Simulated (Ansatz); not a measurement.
This geometry of FH5NPSi (9 atoms, charge 0, multiplicity 1) is a first-order saddle point.

Theory: RKS r2SCAN/def2-mTZVP in Ansatz.

```xyz
9
Properties=species:S:1:pos:R:3
N -0.102 1.355 -0.789
Si 0.622 -0.049 -0.135
F 1.480 -0.692 -1.337
P -0.945 -1.543 0.519
H 0.034 1.584 -1.764
H -0.932 1.789 -0.414
H 1.599 0.239 0.945
H -0.137 -2.130 1.539
H -1.531 -0.600 1.420
```

(1) Which two structures does it join? (They come from a converged band through this point; their orientation in space is the band's.)

(2) How far does it lie above each of them?

## Answers

(1) No bond is made or broken. The dihedral H5–N1–Si2–P4 goes from -45 to 164°. The two ends are copies of one structure, up to a mirror image or an exchange of like atoms.

Initial state:

```xyz
9
Properties=species:S:1:pos:R:3
N -0.203 1.348 -0.802
Si 0.562 0.000 -0.092
F 1.494 -0.864 -1.094
P -1.071 -1.409 0.540
H -0.965 1.243 -1.459
H 0.285 2.222 -0.943
H 1.476 0.523 0.950
H -0.182 -2.368 1.107
H -1.308 -0.742 1.776
```

Final state:

```xyz
9
Properties=species:S:1:pos:R:3
N -0.204 1.347 -0.802
Si 0.563 0.001 -0.091
F 1.496 -0.863 -1.092
P -1.071 -1.407 0.539
H 0.283 2.221 -0.945
H -0.964 1.240 -1.460
H 1.477 0.525 0.951
H -0.185 -2.370 1.103
H -1.306 -0.742 1.778
```

(2) 4.3 kcal/mol above the first and 4.3 kcal/mol above the second. This is the barrier of this one path; another mechanism may lie lower.

Run time: 100 s on 2 threads of AMD EPYC 9R45 96-Core Processor (Zen 5), on a shared host, peak memory 0.18 GiB.
